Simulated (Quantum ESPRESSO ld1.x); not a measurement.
The numbers below are computed, except where a source is named.
Task: All-electron atom: the palladium ion Pd+ in [Kr] 4d9 (the NIST ground configuration). Code: ld1.x of Quantum ESPRESSO 7.5. Model: Dirac Kohn-Sham, relativistic LDA (MacDonald-Vosko exchange, VWN5 correlation), spin-unpolarised, spherical densities, point nucleus; open shells are shared between the two j in proportion to 2j + 1. Some entries of the table are withheld. Estimate them.

| orbital | occ. | eigenvalue (hartree) | <r> (bohr) |
|---|---|---|---|
| 1s1/2 | 2 | -883.067 | 0.03197 |
| 2s1/2 | 2 | -129.431 | 0.1384 |
| 2p1/2 | 2 | -120.268 | 0.1174 |
| 2p3/2 | 4 | -114.461 | 0.1223 |
| 3s1/2 | 2 | (1) | (2) |
| 3p1/2 | 2 | -20.0250 | 0.3721 |
| 3p3/2 | 4 | -19.0120 | 0.3829 |
| 3d3/2 | 4 | -12.5056 | (3) |
| 3d5/2 | 6 | -12.3027 | (4) |
| 4s1/2 | 2 | -3.54393 | 0.9459 |
| 4p1/2 | 2 | -2.41060 | 1.019 |
| 4p3/2 | 4 | -2.24536 | 1.051 |
| 4d3/2 | 3.6 | (5) | 1.450 |
| 4d5/2 | 5.4 | (6) | 1.472 |

Result: 
(1) 3s1/2 eigenvalue (hartree): -23.6692
(2) 3s1/2 <r> (bohr): 0.3804
(3) 3d3/2 <r> (bohr): 0.3560
(4) 3d5/2 <r> (bohr): 0.3595
(5) 4d3/2 eigenvalue (hartree): -0.55824
(6) 4d5/2 eigenvalue (hartree): -0.54047
